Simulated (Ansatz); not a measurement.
Geometry optimisation, UKS LDA/def2-SVP in Ansatz 0.2.0.

input.yaml

```yaml
crystal:
  periodic: [false, false, false]
  atoms:
    - { symbol: O, position_ang: [-0.1685, 0.4818, -0.8628] }
    - { symbol: B, position_ang: [-0.5898, -0.4241, 0.1713] }
    - { symbol: Br, position_ang: [-2.512, -0.50383, 0.59965] }
    - { symbol: H, position_ang: [0.0215, 1.3874, -0.3972] }
magnetization:
  spin_polarized: true
  initial_magnetization: 1
basis:
  gaussian: { orbitals: def2-SVP }
hamiltonian:
  xc: lda
relax:
  f_tol: 0.015
  max_steps: 40
```

Run as:

```bash
$ ansatz run input.yaml --threads 1 --pin off --max-ram 2048MiB --backend cpu --events-out ev --progress --plain --runs-dir out
```

Problem. Where does it end, and by what steps?

Solution. The run converged. After 8 steps the energy has fallen by 0.717 eV; O1 moved furthest, 0.39 Å.

| step | energy less start (eV) | largest force component (eV/Å) | accepted |
| --- | --- | --- | --- |
| 0 | 0.0000 | 3.600 | yes |
| 1 | -0.2563 | 2.072 | yes |
| 2 | -0.3476 | 0.799 | yes |
| 3 | -0.4986 | 1.095 | yes |
| 4 | -0.6293 | 2.050 | yes |
| 5 | -0.7068 | 0.700 | yes |
| 6 | -0.7150 | 0.099 | yes |
| 7 | -0.7159 | 0.064 | yes |
| 8 | -0.7169 | 0.005 | yes |

```xyz
4
Properties=species:S:1:pos:R:3
O 0.088 0.456 -0.570
B -0.665 -0.533 -0.127
Br -2.387 -0.345 0.676
H -0.284 1.363 -0.468
```

Whether the end is a true minimum wasn't checked by a vibrational analysis.

The run took 22 s on 1 thread of Intel(R) Xeon(R) Processor @ 2.50GHz (Skylake/Cascade Lake), on a shared host, peak memory 0.15 GiB.
